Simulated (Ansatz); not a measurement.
Series TeX2: PBE-D4/def2-SVP single points in Ansatz on relaxed structures, gas phase. Core potentials for Te, no spin–orbit coupling. Binding counts from free atoms in the multiplicity of their measured ground term, without zero-point energy. The structures are stationary points that may keep the symmetry of their start.

| species | atoms | state | geometry | HOMO (eV) | LUMO (eV) | gap (eV) | binding per atom (eV) | point group (within 0.1 Å) |
| --- | --- | --- | --- | --- | --- | --- | --- | --- |
| TeBr2 | 3 | singlet | r2SCAN-D4/def2-TZVP | -5.30 | -3.66 | 1.64 | 1.76 | C2v |
| TeF2 | 3 | singlet | PBE0-D4/def2-TZVP | -5.15 | -3.27 | 1.89 | 2.57 | C2v |
| Te(CN)2 (TeC2N2) | 5 | singlet | B3LYP-D4/def2-SVP | -6.79 | -3.52 | 3.26 | 4.93 | C2v |
| Te(CCH)2 (C4H2Te) | 7 | singlet | PBE-D4/def2-SVP | -5.27 | -2.06 | 3.21 | 4.63 | C2v |
| Te(SiH3)2 (Si2TeH6) | 9 | singlet | r2SCAN-D4/def2-SVP | -5.43 | -1.39 | 4.04 | 2.80 | C2v |
| TeMe2 (C2H6Te) | 9 | singlet | PBE-D4/def2-TZVP | -4.48 | -1.02 | 3.46 | 3.59 | C2v |

Task: Estimate the rows for TeH2 (singlet, PBE0-D4/def2-TZVP geometry); Te(GeH3)2 (Ge2TeH6) (singlet, PBE-D4/def2-SVP geometry).

Result: 
```tsv
species	atoms	state	geometry	HOMO (eV)	LUMO (eV)	gap (eV)	binding per atom (eV)	point group (within 0.1 Å)
TeH2	3	singlet	PBE0-D4/def2-TZVP	-5.35	-1.37	3.97	2.04	C2v
Te(GeH3)2 (Ge2TeH6)	9	singlet	PBE-D4/def2-SVP	-5.26	-1.67	3.58	2.57	–
```

The gap (eV) runs from 1.64 (TeBr2) to 4.04 (Te(SiH3)2).
